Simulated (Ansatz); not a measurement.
Reaction (homolysis of the O–Si bond): `N[SiH2]O[Si](N)(F)F` → `N[SiH2][O]`• + `N[Si](F)F`•

Calculated with Ansatz (gas phase, PBE0-D4/def2-TZVP geometries, no zero-point term in ΔE). CBS: MP2 limit from def2 TZ/QZ plus the TZ coupled-cluster correction, frozen cores. This one scheme is used for every species. DFT in def2-TZVPP. No spin–orbit coupling; open shells (•) take unrestricted orbitals. One conformer a species, not always the lowest.

`N[SiH2]O[Si](N)(F)F`:

Z-matrix (Å, degrees):
```
Si
O 1 1.638
N 1 1.717 2 112.0
H 1 1.481 2 106.7 3 119.7
H 1 1.481 2 107.6 3 -119.1
Si 2 1.608 1 144.3 3 6.7
H 3 1.007 1 120.3 2 -109.7
H 3 1.007 1 120.7 2 103.4
N 6 1.676 2 109.7 1 -2.7
F 6 1.584 2 109.5 1 121.0
F 6 1.584 2 109.1 1 -126.7
H 9 1.003 6 125.7 2 -179.4
H 9 1.008 6 119.2 2 -3.3
```

`N[SiH2][O]`•:

Z-matrix (Å, degrees):
```
Si
O 1 1.658
N 1 1.699 2 120.6
H 1 1.485 2 106.9 3 -122.0
H 1 1.491 2 98.7 3 119.0
H 3 1.007 1 122.3 2 66.1
H 3 1.006 1 121.2 2 -87.3
```

`N[Si](F)F`•:

Z-matrix (Å, degrees):
```
N
Si 1 1.704
H 1 1.009 2 119.3
H 1 1.009 2 119.3 3 -142.7
F 2 1.594 1 107.1 3 -167.1
F 2 1.594 1 107.1 3 -50.2
```

CCSD(T)/CBS gives +149.4 kcal/mol.

Q: Another level gave +146.0 kcal/mol. Which?
A. HF/def2-TZVPP
B. CCSD(T)/def2-TZVPP
C. r2SCAN-D4/def2-TZVPP
D. PBE/def2-TZVPP

A: B. CCSD(T)/def2-TZVPP 146.0, PBE 132.1, HF/def2-TZVPP 117.0, r2SCAN-D4 138.1 kcal/mol.

Largest T1 diagnostic among the species: 0.018.

In def2-TZVPP, CCSD(T) changes the Hartree–Fock value by +29.0 kcal/mol (the triples alone add +1.6 kcal/mol) and MP2 by +37.1 kcal/mol; breaking electron pairs costs correlation energy, which Hartree–Fock lacks. From PBE to PBE0 (25 % exact exchange), in def2-TZVPP and without D4, ΔE moves by +5.2 kcal/mol. The D4 term adds +5.2 kcal/mol with B3LYP and +2.9 kcal/mol with PBE0; it sums over pairs of atoms, weighted by their polarisabilities, and B3LYP, whose exchange is more repulsive, gets the larger term.

B3LYP here is the variant with VWN-RPA as its local correlation; programs differ in this.
